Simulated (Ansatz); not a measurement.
Relaxation of AlH7OSiSn (11 atoms, charge 0, multiplicity 1), to a largest force component of 0.02 eV/Å in at most 50 steps.

These are results of RKS PBE0/def2-SVP in Ansatz 0.2.0, not measurements.

```xyz
11
Properties=species:S:1:pos:R:3
O 0.035 2.488 -0.008
Al 0.059 0.700 0.065
Si 0.220 -0.373 2.143
Sn 0.022 -0.721 -2.151
H -0.978 2.735 0.021
H 0.293 0.651 3.224
H 1.515 -1.169 2.188
H -1.375 0.258 0.414
H -1.557 -0.391 -2.931
H 0.042 -2.430 -1.713
H 1.280 -0.306 -3.167
```

Question: Where does it end, and by what steps?

Answer: The forces met the threshold. The force dipped under the threshold on the way, but the program's further checks kept it going. After 25 steps the energy has fallen by 4.046 eV; H8 moved furthest, 2.44 Å. Parted: Al2–H8. Joined: Si3–H8.

```
step  energy less start (eV)  largest force component (eV/Å)  accepted
   0                  0.0000                           3.118       yes
   1                 -1.0972                           1.747       yes
   2                 -1.6593                           1.134       yes
   3                 -1.9505                           0.982       yes
   4                 -2.2143                           0.706       yes
   5                 -2.4963                           0.703       yes
   6                 -2.8058                           0.786       yes
   7                 -3.1275                           0.726       yes
   8                 -3.3734                           0.593       yes
   9                 -3.4562                           1.341       yes
  10                 -3.5045                           2.103       yes
  11                 -3.6435                           1.066       yes
  12                 -3.7768                           0.308       yes
  13                 -3.8675                           0.299       yes
  14                 -3.9382                           0.252       yes
  15                 -4.0013                           0.155       yes
  16                 -4.0353                           0.095       yes
  17                 -4.0220                           0.337        no
  18                 -4.0439                           0.063       yes
  19                 -4.0434                           0.129        no
  20                 -4.0450                           0.027       yes
  21                 -4.0450                           0.072        no
  22                 -4.0457                           0.023       yes
  23                 -4.0457                           0.031        no
  24                 -4.0459                           0.006       yes
  25                 -4.0460                           0.012       yes
```

```xyz
11
Properties=species:S:1:pos:R:3
O -0.347 2.470 -0.089
Al -0.111 0.778 -0.062
Si 0.112 -0.192 2.180
Sn -0.034 -0.595 -2.350
H -0.471 3.035 -0.854
H 0.518 0.822 3.204
H 1.124 -1.297 2.186
H -1.193 -0.791 2.614
H -1.436 -0.349 -3.317
H 0.093 -2.289 -2.092
H 1.304 -0.149 -3.335
```

Whether the end is a true minimum wasn't checked by a vibrational analysis.

The run took 84 s on 2 threads of Arm Neoverse V2 (shared host), peak memory 0.26 GiB.
